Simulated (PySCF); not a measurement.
A structure optimised at PBE-D3(BJ)/def2-SVP, used in a PySCF frequency run:

```
C
C 1 1.3597
C 1 1.4952 2 126.05
H 3 1.1045 1 111.04 2 0.00
H 3 1.1097 4 109.02 1 121.65
H 3 1.1097 4 109.02 5 116.69
Cl 2 1.7274 1 123.63 3 180.00
Cl 2 1.7400 1 121.69 3 0.00
Cl 1 1.7433 2 119.07 7 0.00
```

### Question
Write its SMILES, formula and point group.

### Answer
CC(Cl)=C(Cl)Cl, C3H3Cl3, Cs

### Question
What are its rotational constants (standard atomic weights)?

### Answer
2.3594, 1.4457, 0.90156 GHz
